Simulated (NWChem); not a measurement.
CH6MgSi; SMILES [CH3][Mg][SiH3]

```xyz
9

Mg     0.2835    -0.6451    -0.0005
C      0.3531    -2.7377    -0.0005
H      0.8487    -3.1295    -0.8987
H     -0.6518    -3.1793     0.0309
H      0.9029    -3.1277     0.8664
Si     0.1956     1.9487    -0.0005
H     -1.1775     2.5014     0.2328
H      0.6493     2.5639    -1.2892
H      1.0532     2.5779     1.0549
```
Atoms are numbered in this order, from 1.

Structure relaxed at the B3LYP/6-31G* (spherical d) level.

Problem. Give the principal values of the shielding tensors (ppm) of Mg1, C2, Si6 from PBE0/pcSseg-1, GIAO (NWChem), with their diamagnetic and paramagnetic parts as GIAO splits them.

Solution. 
```tsv
atom	σ11	σ22	σ33	isotropic	diamagnetic	paramagnetic
Mg1	248.7	248.7	706.4	401.3	711.2	-309.9
C2	199.9	204.9	204.9	203.3	252.2	-48.9
Si6	490.9	511.1	511.1	504.4	881.7	-377.3
```
